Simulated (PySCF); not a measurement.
Computed shifts of a molecule C₅H₃F, PBE0/pcSseg-1 (PySCF), GIAO, gas phase, atoms alike by connectivity averaged where their shifts nearly agree, in ppm (number of nuclei): ¹³C: 227.4 (1), 135.7 (1), 102.7 (1), 101.7 (1), 76.8 (1). ¹⁹F: -160.2 (1). ¹H: 6.35 (2), 4.13 (1). References: ¹³C against TMS (σ = 186.3 ppm); ¹⁹F against CFCl3 (σ = 167.2 ppm); ¹H against TMS (σ = 31.56 ppm), references at their B3LYP-D3(BJ)/def2-TZVP geometries, non-relativistic. The structure is a stationary point at B3LYP-D3(BJ)/def2-SVP. The values are those of a single conformer.

Problem. Identify the compound among the candidates.
(A) C#CC(F)C#C
(B) C#CC=C=CF
(C) C#CC(F)=C=C

Solution. C, C#CC(F)=C=C
